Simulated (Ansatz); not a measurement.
Program: Ansatz 0.2.0.

`[SiH3][O][Ti]([Cl])([O][SiH3])[O][SiH3]`. Total charge 0; spin multiplicity 1. The geometry is a stationary point of PBE0-D4/def2-TZVP. It is one conformer, not always the lowest.

```xyz
17

Si    2.981    0.112    1.176
O     1.637   -0.329    0.341
Ti    0.150   -0.747   -0.530
Cl    0.507   -2.528   -1.791
O    -0.337    0.617   -1.554
Si   -0.793    1.928   -2.433
O    -1.139   -1.096    0.638
Si   -2.326   -1.354    1.743
H     2.686    0.075    2.631
H     3.371    1.489    0.781
H     4.081   -0.833    0.860
H    -2.134    2.377   -1.980
H     0.193    3.020   -2.228
H    -0.843    1.557   -3.868
H    -3.429   -0.388    1.509
H    -1.773   -1.159    3.107
H    -2.832   -2.742    1.598
```

Problem. What is the dipole moment at ωB97M-V/def2-TZVPP? (Best estimate.)

Solution. The calculation gave: 2.04 D, with components (-0.33, 1.65, 1.17) D in this frame, pointing from negative to positive charge.

Problem. And with PBE, r2SCAN, B3LYP? (Estimate.)

Solution. The calculation gave: PBE 2.05 D, r2SCAN 2.07 D, B3LYP 2.06 D.

Problem. Give the Mulliken charges with ωB97M-V, B3LYP, r2SCAN in def2-TZVPP. (Best estimate.)

Solution. The calculation gave: 
```json
{"atom": "Si1", "ωB97M-V": "0.25", "B3LYP": "0.34", "r2SCAN": "0.38"}
{"atom": "O2", "ωB97M-V": "-0.48", "B3LYP": "-0.49", "r2SCAN": "-0.51"}
{"atom": "Ti3", "ωB97M-V": "1.15", "B3LYP": "1.27", "r2SCAN": "1.26"}
{"atom": "Cl4", "ωB97M-V": "-0.23", "B3LYP": "-0.28", "r2SCAN": "-0.27"}
{"atom": "O5", "ωB97M-V": "-0.48", "B3LYP": "-0.49", "r2SCAN": "-0.51"}
{"atom": "Si6", "ωB97M-V": "0.25", "B3LYP": "0.34", "r2SCAN": "0.38"}
{"atom": "O7", "ωB97M-V": "-0.48", "B3LYP": "-0.49", "r2SCAN": "-0.51"}
{"atom": "Si8", "ωB97M-V": "0.25", "B3LYP": "0.34", "r2SCAN": "0.38"}
{"atom": "H9", "ωB97M-V": "-0.03", "B3LYP": "-0.06", "r2SCAN": "-0.07"}
{"atom": "H10", "ωB97M-V": "-0.03", "B3LYP": "-0.06", "r2SCAN": "-0.07"}
{"atom": "H11", "ωB97M-V": "-0.02", "B3LYP": "-0.06", "r2SCAN": "-0.06"}
{"atom": "H12", "ωB97M-V": "-0.03", "B3LYP": "-0.06", "r2SCAN": "-0.07"}
{"atom": "H13", "ωB97M-V": "-0.03", "B3LYP": "-0.06", "r2SCAN": "-0.07"}
{"atom": "H14", "ωB97M-V": "-0.02", "B3LYP": "-0.06", "r2SCAN": "-0.06"}
{"atom": "H15", "ωB97M-V": "-0.03", "B3LYP": "-0.06", "r2SCAN": "-0.07"}
{"atom": "H16", "ωB97M-V": "-0.03", "B3LYP": "-0.06", "r2SCAN": "-0.07"}
{"atom": "H17", "ωB97M-V": "-0.02", "B3LYP": "-0.06", "r2SCAN": "-0.06"}
```

B3LYP here is the variant with VWN-RPA as its local correlation; programs differ in this.
